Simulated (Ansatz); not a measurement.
One change: `C[Si](C)(C)O` becomes `C[Si](C)(O)Cl`.

Ansatz, PBE0-D4/def2-TZVP geometries, multiplicity 1. Each molecule was computed in one conformer, which needn't be the lowest.

```
                                                                                  property  `C[Si](C)(C)O`
                                          size of the dipole moment (B3LYP/def2-TZVPP) / D            1.28
                                                     HOMO–LUMO gap (B3LYP/def2-TZVPP) / eV            8.14
                                                      HOMO–LUMO gap (PBE0/def2-TZVPP) / eV            8.70
                                                         LUMO energy (PBE/def2-TZVPP) / eV           -0.08
                                        size of the dipole moment (ωB97M-V/def2-TZVPP) / D            1.29
ideal-gas entropy at 298 K and 1 bar (rigid rotor, harmonic PBE0-D4/def2-TZVP) / J/(mol·K)             371
```

Give the same properties after the change, and the shifts. (Estimate.)

The calculation gave: 
| property | `C[Si](C)(O)Cl` | shift |
| --- | --- | --- |
| size of the dipole moment (B3LYP/def2-TZVPP) / D | 1.59 | 0.31 |
| HOMO–LUMO gap (B3LYP/def2-TZVPP) / eV | 8.52 | 0.38 |
| HOMO–LUMO gap (PBE0/def2-TZVPP) / eV | 9.10 | 0.40 |
| LUMO energy (PBE/def2-TZVPP) / eV | -0.13 | -0.05 |
| size of the dipole moment (ωB97M-V/def2-TZVPP) / D | 1.59 | 0.30 |
| ideal-gas entropy at 298 K and 1 bar (rigid rotor, harmonic PBE0-D4/def2-TZVP) / J/(mol·K) | 364 | -7 |

The zero-point energy changes by -90.7 kJ/mol with -9 modes. Dipoles are sizes alone; their direction can turn.

B3LYP here is the variant with VWN-RPA as its local correlation; programs differ in this.
